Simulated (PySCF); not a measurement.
## Niobium: a sound run and one with changed settings

Sound run: Nb⁺ [Kr] 4d4, Nb²⁺ [Kr] 4d3. Computed with PySCF 2.14 in cc-pVDZ-PP with ECP28MDF (4s4p3d1f, 38 functions), with a scalar-relativistic core potential. The sound run starts from symmetry-adapted Hartree-Fock orbitals and uses a fine grid where one is needed.

A second run was set up differently.

| species | method | sound run (hartree) | changed run (hartree) | converged |
| --- | --- | --- | --- | --- |
| Nb⁺ | UHF | -55.92694 | -55.92694 | yes |
| Nb⁺ | PBE | -56.38853 | -56.39092 | yes |
| Nb⁺ | LDA | -56.22748 | -56.22170 | yes |
| Nb²⁺ | UHF | -55.44574 | -55.44574 | yes |
| Nb²⁺ | PBE | -55.85595 | -55.85843 | yes |
| Nb²⁺ | LDA | -55.68245 | -55.67694 | yes |

Ionisation energy of Nb⁺:

| method | sound run (eV) | changed run (eV) |
| --- | --- | --- |
| UHF | 13.094 | 13.094 |
| PBE | 14.492 | 14.490 |
| LDA | 14.831 | 14.824 |

(1) What was changed?
A. minimal basis
B. radial grid too coarse
C. a valence shell is frozen
D. basis contracted for another Hamiltonian

## Answers

(1) B. It used radial step 0.5 in ln r (0.13 in the sound run). A coarse radial grid mis-integrates the density and the exchange-correlation energy, with errors of either sign; Hartree-Fock needs no grid.
